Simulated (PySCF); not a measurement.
**TlC⁺ from Hartree–Fock to correlated methods**

State: ³Π (triplet), unpaired electrons σ ↑, π ↑. Set-up: basis Tl def2-SVP with ECP60, C def2-SVP; scalar-relativistic core potentials; PySCF 2.14. De refers to Tl⁺ + C in their high-spin ground configurations, without counterpoise correction. The functionals are run spin-unrestricted. A positive dipole points towards C; it is taken about the centre of mass and depends on that origin.

```json
{"Level": "UHF", "Re (Å)": "3.428", "ωe (cm⁻¹)": "87.7", "De (eV)": "n/a", "μ (D)": "0.17"}
{"Level": "UHF-MP2", "Re (Å)": "3.197", "ωe (cm⁻¹)": "115", "De (eV)": "n/a", "μ (D)": "n/a"}
{"Level": "UHF-SCS-MP2", "Re (Å)": "3.245", "ωe (cm⁻¹)": "109", "De (eV)": "n/a", "μ (D)": "n/a"}
{"Level": "UHF-CCSD", "Re (Å)": "3.203", "ωe (cm⁻¹)": "113", "De (eV)": "n/a", "μ (D)": "n/a"}
{"Level": "UHF-CCSD(T)", "Re (Å)": "3.175", "ωe (cm⁻¹)": "117", "De (eV)": "n/a", "μ (D)": "n/a"}
{"Level": "LDA", "Re (Å)": "2.784", "ωe (cm⁻¹)": "197", "De (eV)": "n/a", "μ (D)": "1.60"}
{"Level": "PBE", "Re (Å)": "2.974", "ωe (cm⁻¹)": "154", "De (eV)": "n/a", "μ (D)": "1.33"}
{"Level": "PBEsol", "Re (Å)": "2.878", "ωe (cm⁻¹)": "173", "De (eV)": "n/a", "μ (D)": "1.48"}
{"Level": "r²SCAN", "Re (Å)": "2.976", "ωe (cm⁻¹)": "155", "De (eV)": "n/a", "μ (D)": "1.21"}
{"Level": "PBE0", "Re (Å)": "3.007", "ωe (cm⁻¹)": "148", "De (eV)": "n/a", "μ (D)": "1.05"}
{"Level": "M06-2X", "Re (Å)": "3.046", "ωe (cm⁻¹)": "154", "De (eV)": "n/a", "μ (D)": "0.80"}
```

The bond length runs from 2.784 Å (LDA) to 3.428 Å (UHF).

Correlated steps freeze 5 core orbitals. These are scalar-relativistic numbers at best; spin–orbit coupling would shift them, the dissociation energy most. The state is the lowest determinant that a PBE0 search found; another state may lie lower at other levels.
